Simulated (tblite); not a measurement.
Species: C₁₀H₁₀O₃S.
Cartesian coordinates in Å at the GFN2-xTB level; atoms count from 1:
```xyz
24
C10H10O3S angstrom
C     -4.339   -0.421   -0.331
C     -3.361    0.465   -0.491
C     -1.957    0.285   -0.130
C     -1.059    1.171   -0.668
C      0.339    1.226   -0.467
C      1.164    0.292    0.047
S      2.913    0.772    0.185
C      3.864   -0.394   -0.821
O      3.035    2.074   -0.423
O      3.288    0.656    1.564
C      0.898   -1.036    0.568
O      1.781   -1.878    0.633
C     -0.433   -1.297    1.113
C     -1.625   -0.746    0.810
H     -5.342   -0.203   -0.654
H     -4.187   -1.396    0.102
H     -3.589    1.407   -0.973
H     -1.462    1.960   -1.291
H      0.841    2.126   -0.807
H      3.737   -1.381   -0.398
H      3.481   -0.335   -1.831
H      4.898   -0.075   -0.781
H     -0.420   -2.102    1.839
H     -2.480   -1.151    1.336
```

Level: GFN2-xTB in tblite, geometry and Hessian alike; calculated harmonic values, unscaled, isolated species. This tight-binding method is rough: wavenumbers can miss measured ones by several per cent, in bad cases by 10 to 20. One conformer, not necessarily the lowest.

Harmonic wavenumbers (cm⁻¹): 38.8, 41.0, 63.2, 97.9, 117.1, 132.6, 176.1, 205.9, 223.2, 255.8, 274.9, 292.8, 309.2, 351.6, 389.9, 425.2, 454.6, 476.3, 505.9, 555.4, 566.3, 622.8, 690.6, 696.5, 720.5, 746.7, 829.1, 842.0, 853.0, 870.3, 883.2, 903.0, 928.5, 939.6, 945.6, 1006.3, 1016.7, 1113.9, 1123.7, 1194.3, 1203.8, 1248.3, 1253.1, 1260.5, 1292.1, 1343.0, 1352.7, 1407.6, 1412.9, 1416.1, 1417.1, 1514.2, 1611.1, 1617.9, 1661.0, 1664.1, 3032.9, 3048.9, 3054.5, 3059.7, 3061.3, 3062.3, 3082.3, 3093.3, 3111.5, 3136.1.

A = 1480, B = 357.9, C = 312.6 MHz; mass 210.035 u (most abundant isotopes); point group C1, symmetry number 1.

Problem. What is the zero-point energy?

Solution. ½Σν̃ = 38149 cm⁻¹ = 109.07 kcal/mol.

Problem. What is S at 400 K and 1 bar for an ideal gas of classical rigid rotors and harmonic oscillators?

Solution. Translation 43.42, rotation 32.82, vibration 62.36: S = 138.6 cal/(mol K).

Problem. And Cp and H(400 K) − H(0)?

Solution. Cp = 68.12 cal/(mol K), of which vibrations give 60.17 (their classical limit is 66 R = 131.2); H(400 K) − H(0) = 15.85 kcal/mol without the zero-point energy, 12.67 from vibrations.

Problem. What must be added to the electronic energy to get the Gibbs energy at 400 K and 1 bar?

Solution. ZPE + [H(400 K) − H(0)] − T·S = 109.07 + 15.85 − 55.44 = 69.48 kcal/mol.

Problem. How do the functions run with temperature in this model?

Solution. 
```json
{"T (K)": "150", "S (cal/(mol K))": "91.3", "Cp (cal/(mol K))": "32.9", "H − H(0) (kcal/mol)": "3.07", "G − H(0) (kcal/mol)": "-10.62", "ln q(vib)": "5.18"}
{"T (K)": "250", "S (cal/(mol K))": "111.6", "Cp (cal/(mol K))": "47.8", "H − H(0) (kcal/mol)": "7.11", "G − H(0) (kcal/mol)": "-20.78", "ln q(vib)": "9.35"}
{"T (K)": "298.15", "S (cal/(mol K))": "120.6", "Cp (cal/(mol K))": "54.7", "H − H(0) (kcal/mol)": "9.58", "G − H(0) (kcal/mol)": "-26.37", "ln q(vib)": "11.33"}
{"T (K)": "600", "S (cal/(mol K))": "170.2", "Cp (cal/(mol K))": "87.7", "H − H(0) (kcal/mol)": "31.58", "G − H(0) (kcal/mol)": "-70.54", "ln q(vib)": "23.18"}
{"T (K)": "900", "S (cal/(mol K))": "209.4", "Cp (cal/(mol K))": "105.3", "H − H(0) (kcal/mol)": "60.78", "G − H(0) (kcal/mol)": "-127.71", "ln q(vib)": "33.80"}
```

q(vib) and H(0) count from the zero-point level.

Problem. Blend soft modes into free rotors: weight 1/[1 + (100 cm⁻¹/ν̃)⁴] for the oscillator and the rest for a rotor with moment μB/(μ + B), μ = h/(8π²ν), B = 10⁻⁴⁴ kg m². What vibrational entropy results?

Solution. 56.82 cal/(mol K) in place of 62.36, which changes −T·S at 400 K by +2.22 kcal/mol.

Hindered rotation and anharmonicity are outside this model. Other conformers, if any are populated, would add a mixing term that is left out. The structure is chiral; the term R ln 2 for an equal mix with its mirror image is left out.

Time: 1.7 s wall. Hardware: one thread of an Arm Neoverse V1, shared host with 32 logical CPUs at a one-minute load of 43. This covers the Hessian and the dipole derivatives.
